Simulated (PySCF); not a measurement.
AlBr3, SMILES [Br][Al]([Br])[Br].

Coordinates come from a B3LYP-D3(BJ)/def2-SVP optimisation. The isomer is the one that the SMILES or the coordinates give; other isomers of the formula were not compared.

Level of theory: PySCF with IEF-PCM-B3LYP/def2-SVP.

The values are the electrostatic part of the solvation free energy, E(continuum) − E(gas) at the gas-phase geometry, in a cavity of scaled van der Waals radii (PySCF's table); cavitation and dispersion terms are not included. A continuum can't describe solvent molecules that bind to the metal. In vacuum the orbital gap is 6.53 eV. The dipole moment in vacuum is 0.00 D.

| solvent | ε | ΔG(elec) (kcal/mol) | dipole (D) | gap (eV) |
|---|---|---|---|---|
| water | 78.36 | -4.6 | 0.00 | 6.78 |
| n-hexane | 1.88 | -1.5 | 0.00 | 6.61 |
| dichloromethane | 8.93 | -3.8 | 0.00 | 6.74 |
